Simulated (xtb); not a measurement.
CH5CdNO, SMILES C[O][Cd][NH2]. All values are semi-empirical tight-binding results from xtb (GFN2-xTB unless named), good for trends rather than for accurate numbers. Coordinates come from a GFN2-xTB optimisation. The structure was generated by enumeration; whether it is a known compound was not checked. One conformer was computed; it need not be the lowest.

Optimised geometry:

```xyz
9

Cd    -0.0959     0.0955     0.4789
O     -0.1248    -0.1556    -1.5100
C     -1.1683    -0.6379    -2.3012
H     -2.0429     0.0295    -2.2943
H     -0.7963    -0.6910    -3.3321
H     -1.4865    -1.6494    -2.0067
N      1.8117     0.1972     1.1961
H      1.9518     0.9843     1.8303
H      2.3038     0.4354     0.3306
```
Charge 0, spin multiplicity 1.

For metal compounds this method's bond lengths and energies can be far off.

Problem. Estimate the properties. (The exact figures need the calculation; the answer reports its results.)

Solution. 
| Property | Value |
|---|---|
| orbital gap | 2.61 eV |
| zero-point energy | 38.6 kcal/mol |
| G − E(el) at 298.15 K (modified RRHO) | 18.0 kcal/mol |

Computed atomic charges and the Wiberg bond orders between heavy atoms:
charges (e) Cd1 0.41, O2 -0.46, C3 0.07, H4 0.02, H5 0.04, H6 0.02, N7 -0.43, H8 0.16, H9 0.17. Bond orders Cd1–O2 0.75, O2–C3 1.03, Cd1–N7 0.91.
